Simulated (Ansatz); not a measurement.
Reaction (redistribution): `BCBC` + `B[S][GeH3]` → `CB[S][GeH3]` + `BCB`

Computed with Ansatz on PBE0-D4/def2-TZVP structures; ΔE is electronic, products minus reactants. CBS: MP2 limit from def2 TZ/QZ plus the TZ coupled-cluster correction, frozen cores. For Ge outer-core shells are correlated without core-valence functions, which leaves a few kJ/mol of doubt a bond. Scalar relativity is left out up to krypton. Each species was taken in one conformer, which may not be the lowest.

```json
{"species": "`BCBC`", "HF/def2-TZVPP energy (Eh)": "-129.79187"}
{"species": "`B[S][GeH3]`", "HF/def2-TZVPP energy (Eh)": "-2500.54225"}
{"species": "`CB[S][GeH3]`", "HF/def2-TZVPP energy (Eh)": "-2539.60849"}
{"species": "`BCB`", "HF/def2-TZVPP energy (Eh)": "-90.72555"}
```

Task: Work out ΔE.

Result: ΔE = (-2539.60849) + (-90.72555) − (-129.79187) − (-2500.54225) = 0.00008 Eh = +0.1 kcal/mol. CCSD(T)/CBS gives +0.6 kcal/mol.

Largest T1 diagnostic among the species: 0.014.
